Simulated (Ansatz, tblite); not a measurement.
Isomers of Al₆Ir⁺ (singlet), found by a short tight-binding search and relaxed with PBE-D4/def2-SVP in Ansatz.

In the def2 sets Ir takes a core potential; there is no spin–orbit coupling. The xTB rows come from tblite. HSE06 is defined as in plane-wave codes, on full-range PBE exchange.

Run but left out: HF/def2-SVP, HF/def2-TZVP, MP2/def2-SVP, MP2/def2-TZVP, CCSD/def2-SVP, CCSD(T)/def2-SVP (A: restricted singlet, unstable towards broken spin symmetry).

A: The restricted singlet is unstable towards broken spin symmetry in Hartree–Fock (as tested in another run); at LDA (SPW92)/def2-TZVP, PBE-D4/def2-SVP, PBE-D4/def2-TZVP, r2SCAN-D4/def2-TZVP and others this wasn't settled. B: The restricted singlet is unstable towards broken spin symmetry in Hartree–Fock (as tested in another run); at LDA (SPW92)/def2-TZVP, PBE-D4/def2-SVP, PBE-D4/def2-TZVP, r2SCAN-D4/def2-TZVP and others this wasn't settled.

Other spin states weren't relaxed.

A:

Cartesian coordinates in Å:
```
Ir 0.455 -1.168 0.476
Al 0.347 0.867 -0.965
Al -1.893 -0.899 -0.425
Al 2.484 0.212 0.629
Al 0.256 0.874 1.948
Al -1.816 1.856 0.234
Al 0.168 -1.742 -1.897
```

B:

```xyz
7

Ir    0.211    0.578   -0.769
Al   -0.767   -1.472   -1.465
Al   -0.627    2.839   -0.617
Al   -0.603    1.089    1.613
Al   -1.330   -1.497    1.897
Al    1.069   -0.901    1.054
Al    2.048   -0.635   -1.714
```

Problem. Estimate their order by electronic energy at PBE0-D4/def2-TZVP, counted from the lowest.

Solution. B (0.0) < A (20.7), in kJ/mol.

Problem. Do the other levels pick the same lowest one?

Solution. Not GFN2-xTB. Energies above each level's lowest (kJ/mol):

```json
{"level": "GFN2-xTB", "A": "0.0", "B": "59.6"}
{"level": "LDA (SPW92)/def2-TZVP", "A": "16.9", "B": "0.0"}
{"level": "PBE-D4/def2-SVP", "A": "29.3", "B": "0.0"}
{"level": "PBE-D4/def2-TZVP", "A": "23.1", "B": "0.0"}
{"level": "r2SCAN-D4/def2-TZVP", "A": "15.5", "B": "0.0"}
{"level": "r2SCANh-D4/def2-TZVP", "A": "16.1", "B": "0.0"}
{"level": "PBE0-D4/def2-SVP", "A": "29.8", "B": "0.0"}
{"level": "PBE0-D4/def2-TZVP", "A": "20.7", "B": "0.0"}
{"level": "HSE06-D4/def2-TZVP", "A": "22.0", "B": "0.0"}
```
Point groups (tolerance 0.1 Å): A not assigned, B not assigned. Lower isomers may exist. From def2-SVP to def2-TZVP the PBE0 values move by up to 9.1 kJ/mol, so results in the small set are rough.
